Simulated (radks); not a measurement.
Problem. Species: Re17+. Configuration: [Kr] 4d10 4f12. Calculated with a radial shooting solver on a logarithmic mesh with Libxc functionals: Dirac Kohn-Sham, LB94 model potential, spin-unpolarised, spherical densities, finite nucleus; open shells fill j = l - 1/2 first; Fermi nuclear charge, rms radius 5.3698 fm. Some entries of the table are withheld. Estimate them.

orbital  occ.  eigenvalue (hartree)  <r^2> (bohr^2)  r(max) (bohr)
1s1/2       2             -2652.782       0.0004469        0.01123
2s1/2       2             -472.5196        0.006793        0.06465
2p1/2       2             -453.2928        0.004834            (1)
2p3/2       4             -399.9367        0.006030            (2)
3s1/2       2             -120.8736         0.04426         0.1821
3p1/2       2             -112.1722         0.04050         0.1703
3p3/2       4             -100.5864         0.04698         0.1845
3d3/2       4             -85.83895         0.03630         0.1442
3d5/2       6             -83.31511         0.03808         0.1482
4s1/2       2             -36.37763          0.2163         0.4116
4p1/2       2                   (3)          0.2214         0.4105
4p3/2       4                   (4)          0.2543         0.4403
4d3/2       4             -23.95562          0.2689         0.4348
4d5/2       6             -23.43548          0.2801         0.4441
4f5/2       6             -15.74774          0.3131         0.4010
4f7/2       6             -15.63712          0.3192         0.4055

Solution. 
(1) 2p1/2 r(max) (bohr): 0.04791
(2) 2p3/2 r(max) (bohr): 0.05489
(3) 4p1/2 eigenvalue (hartree): -32.73569
(4) 4p3/2 eigenvalue (hartree): -29.99168
